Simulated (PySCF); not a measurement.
H₅NOSeSi, SMILES N[Se]O[SiH3]. Atoms are numbered in the order given.

```xyz
9

Se    -0.7263     0.0345     0.6479
N     -0.8303     1.7844     0.2357
H     -0.2459     2.4070     0.7904
H     -0.8134     2.0179    -0.7549
O      1.0056    -0.4441     0.1914
Si     1.3612    -0.8356    -1.4008
H      0.6308    -2.0570    -1.8496
H      2.8293    -1.0707    -1.4665
H      1.0017     0.2905    -2.3181
```
Charge 0, spin multiplicity 1.

Geometry: B3LYP-D3(BJ)/def2-SVP. The structure was generated by enumeration, and PubChem lists no compound with its InChIKey, so it may never have been made. Other conformers were not sampled.

Method: PBE/def2-TZVP in PySCF.

Atomic charges (e):

| atom | Mulliken | IAO | Löwdin |
|---|---|---|---|
| Se1 | 0.25 | 0.52 | 0.35 |
| N2 | -0.51 | -0.68 | ? |
| H3 | 0.25 | 0.27 | 0.14 |
| H4 | 0.25 | 0.27 | 0.14 |
| O5 | -0.40 | -0.78 | ? |
| Si6 | 0.29 | 0.79 | 0.07 |
| H7 | -0.04 | -0.14 | ? |
| H8 | -0.03 | -0.12 | ? |
| H9 | -0.06 | -0.15 | ? |

What belongs in the gaps? (The exact figures need the calculation; the answer reports its results.)


- N2, Löwdin: -0.35
- O5, Löwdin: -0.20
- H7, Löwdin: -0.05
- H8, Löwdin: -0.04
- H9, Löwdin: -0.05

Computed Mayer and Wiberg (Löwdin basis) orders of the bonds:
| bond | Mayer | Wiberg |
|---|---|---|
| Se1–N2 | 1.22 | 1.74 |
| N2–H3 | 0.91 | 0.98 |
| N2–H4 | 0.91 | 0.98 |
| Se1–O5 | 0.89 | 1.36 |
| O5–Si6 | 1.14 | 1.65 |
| Si6–H7 | 0.93 | 0.97 |
| Si6–H8 | 0.94 | 0.96 |
| Si6–H9 | 0.93 | 0.97 |
